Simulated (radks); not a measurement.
Task: Ionisation ladder of silver, from Ag VI to Ag XVII. Each ion is in the ground configuration listed by NIST, and IE = E(next ion) - E(this ion). Calculated with a radial shooting solver on a logarithmic mesh with Libxc functionals: Dirac Kohn-Sham, BLYP, spin-unpolarised, spherical densities, point nucleus; open shells are shared between the two j in proportion to 2j + 1.

| species | configuration | IE, Delta-SCF (eV) | <r> HOMO (bohr) |
|---|---|---|---|
| Ag VI | [Kr] 4d6 | 86.080 | 1.16 |
| Ag VII | [Kr] 4d5 | 104.85 | 1.13 |
| Ag VIII | [Kr] 4d4 | 124.52 | 1.09 |
| Ag IX | [Kr] 4d3 | 145.03 | 1.06 |
| Ag X | [Kr] 4d2 | ? | 1.03 |
| Ag XI | [Kr] 4d1 | ? | 1.01 |
| Ag XII | [Kr] | 273.60 | 0.901 |
| Ag XIII | [Ar] 3d10 4s2 4p5 | ? | 0.887 |
| Ag XIV | [Ar] 3d10 4s2 4p4 | 324.61 | 0.874 |
| Ag XV | [Ar] 3d10 4s2 4p3 | 350.77 | 0.862 |
| Ag XVI | [Ar] 3d10 4s2 4p2 | ? | 0.850 |
| Ag XVII | [Ar] 3d10 4s2 4p1 | 404.21 | 0.839 |

Estimate the withheld Delta-SCF values.

Result: Ag X: 166.33 eV (NIST 167); Ag XI: 188.38 eV (NIST 188); Ag XIII: 298.87 eV (NIST 294); Ag XVI: 377.33 eV (NIST 381).

Beside tabulated values, note that spin-unpolarised runs miss the spin-polarisation part of the exchange energy of open shells.
